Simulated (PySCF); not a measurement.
## Two-component Hartree-Fock for Ho(2+) (holmium, charge +2)

Start: [Xe] 4f11; 4f5/2 filled at m_j = -1/2, +1/2, +3/2, +5/2; 4f7/2 filled at m_j = -5/2, -3/2, -1/2, +1/2, +3/2, +5/2, +7/2. Calculated with PySCF 2.14 in x2c-TZVPall-2c with one added diffuse shell each of s, p, d, f type (12s12p11d5f1g, 147 functions): generalised Hartree-Fock with the X2C-1e Hamiltonian and a Gaussian nucleus; spin-orbit coupling (SO) screened by Boettger's factors. This is a chosen level, not necessarily the ground level.

```
spinor shell  electrons  ε, screened SO (eV)  weight of nominal j (screened SO)  rms radius, screened SO (bohr)
       1s1/2          2             -55901.2                              1.000                          0.0236
       2s1/2          2              -9486.7                              1.000                          0.0952
       2p1/2          2              -9012.0                              1.000                          0.0814
       2p3/2          4              -8150.0                              1.000                          0.0881
       3s1/2          2              -2182.4                              1.000                           0.245
       3p1/2          2              -1974.8                              1.000                           0.236
       3p3/2          4              -1790.4                              1.000                           0.250
       3d3/2          4              -1438.6                              0.999                           0.223
       3d5/2          6              -1397.7                              1.000                           0.226
       4s1/2          2              -467.38                              1.000                           0.552
       4p1/2          2              -384.18                              0.997                           0.566
       4p3/2          4              -341.03                              0.999                           0.597
       4d3/2          4              -204.30                              0.952                           0.640
       4d5/2          6              -192.32                              0.968                           0.650
       5s1/2          2              -75.015                              1.000                            1.39
       5p1/2          2              -49.983                              0.991                            1.55
       5p3/2          4              -44.179                              0.996                            1.67
       4f7/2          7              -27.431                              0.540                           0.931
       4f5/2          4              -28.113                              0.627                           0.920
```

| quantity | screened SO |
| --- | --- |
| E (hartree) | -12616.45369 |
| M_J | 15/2 |
| ⟨J²⟩ | 63.760 |
| ⟨L²⟩ | 42.392 |
| ⟨S²⟩ | 3.776 |

Each row is a mean over spinors that exchange with the open shell spreads, by up to 14.211 eV (4d5/2).

Rows whose weight is well below 1 are mixtures of j = l ± 1/2: exchange outweighs spin-orbit coupling there, and the label is only the starting occupation.

Breit and QED terms are absent; they matter most for the inner s and p1/2 levels.

Densities and radii are taken from the X2C orbitals without a picture-change correction, which distorts them close to the nucleus.
